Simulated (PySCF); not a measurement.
Chlorine: a sound run and one with changed settings

Sound run: Cl²⁺ [Ne] 3s2 3p3, Cl³⁺ [Ne] 3s2 3p2. Computed with PySCF 2.14 in def2-TZVP, with no relativity, point nucleus. The sound run starts from symmetry-adapted Hartree-Fock orbitals and uses a fine grid where one is needed.

Changed run: 14 angular points. This setting is unsound on purpose.

| species | method | sound run (hartree) | changed run (hartree) | converged |
| --- | --- | --- | --- | --- |
| Cl²⁺ | UHF | -458.21427 | -458.21427 | yes |
| Cl²⁺ | M06-L | -458.79520 | -458.79520 | yes |
| Cl²⁺ | r2SCAN | -458.76346 | -458.76346 | yes |
| Cl³⁺ | UHF | -456.78268 | -456.78268 | yes |
| Cl³⁺ | M06-L | -457.33169 | -457.33334 | yes |
| Cl³⁺ | r2SCAN | -457.29996 | -457.30367 | yes |

Ionisation energy of Cl²⁺:

| method | sound run (eV) | changed run (eV) |
| --- | --- | --- |
| UHF | 38.956 | 38.956 |
| M06-L | 39.824 | 39.779 |
| r2SCAN | 39.824 | 39.723 |

A coarse angular grid integrates products of high-l functions wrongly, so density functionals can shift, and the SCF can exploit the error; Hartree-Fock and MP2 need no grid.

For comparison, NIST gives 39.8 ± 0.11 eV between the lowest levels.
